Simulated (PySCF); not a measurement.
Calculated NMR data

All values are calculated (PySCF 2.14): GFN2-xTB geometry, PBE0/pcSseg-1 with gauge-including orbitals. Gas phase, averaged over atoms made equivalent by symmetry, fast rotation or ring inversion, relativity neglected, a single conformation.

Chemical shifts δ = σref − σ; ¹H (σref 31.72), ¹³C (σref 186.93) against TMS, all at this level. Splittings of carbon signals by F and P are missing where no couplings were computed. Where no couplings were computed, multiplicities follow the n + 1 count of equivalent neighbours, and m marks all less simple cases (inequivalent or close neighbours, rings, F or P nearby). Shifts are as computed. Against solution values, carbons near 30 ppm lie about +3 ppm off and those near 130 ppm about +5 ppm. Of 1211 compounds with measured shifts, 218 miss one by over three times the rms of a fit or turn the order of signals round; such compounds aren't used in these exercises.

Compound 1 (C₂H₈F₂Si₃). ¹H NMR (400 MHz, computed): δ 6.69 (m, 1H), 4.97 (m, 1H), 4.69 (m, 1H), 4.69 (m, 1H), 4.66 (m, 1H), 4.53 (m, 1H), 0.71 (m, 1H), 0.65 (m, 1H). ¹³C{¹H} NMR (computed): δ 130.7 (CH), -2.9 (CH2). Structure: SMILES FC(F)[Si@H]1C[SiH2][SiH2]1.

Compound 2 (C₂H₈O₂Si₃). ¹H NMR (400 MHz, computed): δ 5.26 (s, 6H), 4.61 (d, 1H), 1.73 (d, 1H). ¹³C{¹H} NMR (computed): δ 96.9, 89.9. Structure: SMILES [SiH](C#C)(O[SiH3])O[SiH3].

Compound 3 (C₆H₆F₂). ¹H NMR (400 MHz, computed): δ 1.71 (s, 6H). ¹³C{¹H} NMR (computed): δ 127.6, 126.6, 80.7, 22.0. Structure: `CC(C)=C1C(F)=C1F`.
